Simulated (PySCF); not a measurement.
**Static response to an electric field**

Compound: H3SiCF3.
Structure used (GFN2-xTB), in Å, numbered top down from 1:
```
atom  x, y, z in Å
F1     1.5311   -0.2100   -1.1096
C2     0.9112   -0.0481    0.0770
F3     1.4467    1.0589    0.6303
F4     1.3085   -1.0800    0.8491
Si5   -1.0265    0.0580   -0.0948
H6    -1.2564    1.2151   -0.9517
H7    -1.4061   -1.2137   -0.6984
H8    -1.4994    0.2292    1.2736
```

Level: PBE0/def2-SVPD (PySCF), static field, nuclei fixed, core orbitals frozen in the response. The polarisability tensor in these axes (au):

```
x   46.77 -0.28  0.46
y   -0.28 41.73 -0.03
z    0.46 -0.03 41.75
```

Q: Give the principal values, the mean and the anisotropy Δα = √{½[(α1 − α2)² + (α2 − α3)² + (α1 − α3)²]}.

A: Principal values 41.71, 41.71 and 46.83 au; mean 43.42 au = 6.43 Å³ = 7.16 × 10⁻⁴⁰ C²·m²/J; Δα = 5.12 au (12 % of the mean).

Q: What is the dipole moment, and where does it point?

A: (-2.65, 0.15, -0.24) D, 2.67 D in size, pointing from the negative to the positive side. Measured along this direction, the outermost atoms are F4, F3 and F1 at the negative end and H6, H7 and H8 at the positive end.

Q: How large is μ²/3kT at 500 K beside α?

A: In Gaussian units μ²/3kT = 34.37 Å³ against 6.43 Å³, a ratio of 5.34; the Debye molar polarisation (4π/3)N_A(α + μ²/3kT) is 102.9 cm³/mol, leaving out the vibrational part.

Q: Refractivity n − 1 of an ideal gas of it at 500 K and 1 atm, from the electronic α?

A: N = p/kT = 1.4678 × 10¹⁹ cm⁻³, so n − 1 = 2π × N × 6.43 × 10⁻²⁴ cm³ = 593 × 10⁻⁶ at long wavelengths, for an ideal gas.

Q: Rayleigh depolarisation ratio (linearly polarised light, static tensor)?

A: ρ = 3Δα²/(45ᾱ² + 4Δα²) = 78.6/(84825 + 104.7) = 0.000925.

Geometry: GFN2-xTB; no solvent, vibrations or thermal averaging.
